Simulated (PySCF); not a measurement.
This PySCF input asks for the NMR shieldings of `CC(C)N(C)N[SiH3]`, C4H14N2Si; the geometry comes from GFN2-xTB.

```python
import basis_set_exchange as bse
import numpy as np
from pyscf import gto, dft
from pyscf.prop import nmr

atoms = """
C    -1.070488   -1.498639   -0.866879
C    -1.183267   -0.131155   -0.197987
C    -1.666611   -0.281239    1.250283
N     0.096162    0.562408   -0.347497
C     0.055361    1.978131   -0.055357
N     1.137942   -0.084734    0.343962
Si    2.633284   -0.342673   -0.466042
H    -0.363419   -2.120466   -0.325031
H    -2.038622   -1.992474   -0.882839
H    -0.713735   -1.380269   -1.885827
H    -1.910943    0.473032   -0.752253
H    -1.770472    0.688706    1.732383
H    -2.635650   -0.772728    1.263313
H    -0.967499   -0.888877    1.820702
H    -0.111317    2.200364    1.010874
H    -0.735854    2.442839   -0.640686
H     1.011433    2.412090   -0.347647
H     1.115579    0.071361    1.349600
H     3.435131   -1.060478    0.526254
H     2.328771   -1.136811   -1.652427
H     3.345296    0.878554   -0.877372
"""
names = dict.fromkeys(["C", "N", "Si", "H"], "pcSseg-1")
basis = {el: gto.basis.parse(bse.get_basis(n, elements=[el], fmt="nwchem")) for el, n in names.items()}
mol = gto.M(atom=atoms, basis=basis, charge=0, verbose=0)
mf = dft.RKS(mol, xc="PBE0")
mf.grids.level = 2
mf.grids.alignment = dft.numint.BLKSIZE   # the property module wants whole blocks of grid points
mf.conv_tol = 1e-9
mf.kernel()

calc = nmr.RKS(mf)   # GIAO
C = mf.mo_coeff
Co = C[:, mf.mo_occ > 0]
resp = mf.gen_response(singlet=True, hermi=2)
def vind(x):   # induced exchange potential for any number of trial vectors
    d = np.einsum("pi,xij,qj->xpq", C, 2 * x.reshape(-1, C.shape[1], Co.shape[1]), Co, optimize=True)
    return np.einsum("xpq,pi,qj->xij", resp(d - d.transpose(0, 2, 1)), C, Co, optimize=True).ravel()
mo1, _ = nmr.rhf.solve_mo1(calc, with_cphf=vind)
sigma = calc.kernel(mo1)
for i, s in enumerate(sigma):   # ppm
    w = np.linalg.eigvalsh((s + s.T) / 2)
    print("%2d %-2s iso %8.1f  s11 %8.1f  s22 %8.1f  s33 %8.1f" % (i, mol.atom_pure_symbol(i), w.mean(), *w))
```

**Question.** What does it print?

**Answer.** 
```
 0 C  iso    162.5  s11    138.9  s22    160.2  s33    188.3
 1 C  iso    127.2  s11    106.4  s22    115.4  s33    159.9
 2 C  iso    178.1  s11    169.2  s22    173.5  s33    191.5
 3 N  iso    177.7  s11    131.0  s22    166.7  s33    235.4
 4 C  iso    140.1  s11    108.1  s22    127.6  s33    184.5
 5 N  iso    198.4  s11    137.0  s22    183.0  s33    275.3
 6 Si iso    407.6  s11    353.0  s22    395.8  s33    474.1
 7 H  iso     30.0  s11     26.7  s22     30.2  s33     33.3
 8 H  iso     30.9  s11     26.2  s22     28.7  s33     37.7
 9 H  iso     30.4  s11     26.1  s22     28.3  s33     36.9
10 H  iso     29.0  s11     25.7  s22     27.6  s33     33.8
11 H  iso     30.6  s11     25.1  s22     29.6  s33     37.3
12 H  iso     31.3  s11     26.6  s22     29.0  s33     38.3
13 H  iso     30.8  s11     26.4  s22     30.7  s33     35.4
14 H  iso     29.4  s11     25.2  s22     28.1  s33     34.8
15 H  iso     29.3  s11     25.0  s22     26.4  s33     36.4
16 H  iso     28.7  s11     24.1  s22     27.2  s33     34.8
17 H  iso     30.7  s11     22.5  s22     30.7  s33     39.0
18 H  iso     27.2  s11     23.7  s22     25.2  s33     32.8
19 H  iso     27.2  s11     22.6  s22     27.0  s33     31.9
20 H  iso     26.9  s11     22.7  s22     25.3  s33     32.7
```

These numbers come from an equivalent density-fitted implementation of the same equations, which agrees with the script to about 0.01 ppm for H and up to a few tenths of a ppm for heavy atoms, so last digits may differ.

**Question.** Turn these shieldings into chemical shifts. Scale: 13C (σ = 186.93 ppm) and 29Si (σ = 349.16 ppm) and 1H (σ = 31.72 ppm) against TMS; 15N (σ = 267.73 ppm) against NH3 (reference shieldings calculated alike).

**Answer.** Averaging equivalent atoms: C 1: 59.7; C 4: 46.8; C 0/2: 16.7; N 3: 90.0; N 5: 69.3; Si 6: -58.5; H 18/19/20: 4.62; H 10: 2.69; H 14/15/16: 2.61; H 7/8/9/11/12/13: 1.03; H 17: 0.99 ppm. Experimental scales use liquid or dissolved standards, which lie at an offset from isolated NH3 (liquid NH3: subtract about 20 ppm).

Size and cost of the density-fitted run: 196 basis functions, of the order of 110 core-seconds.
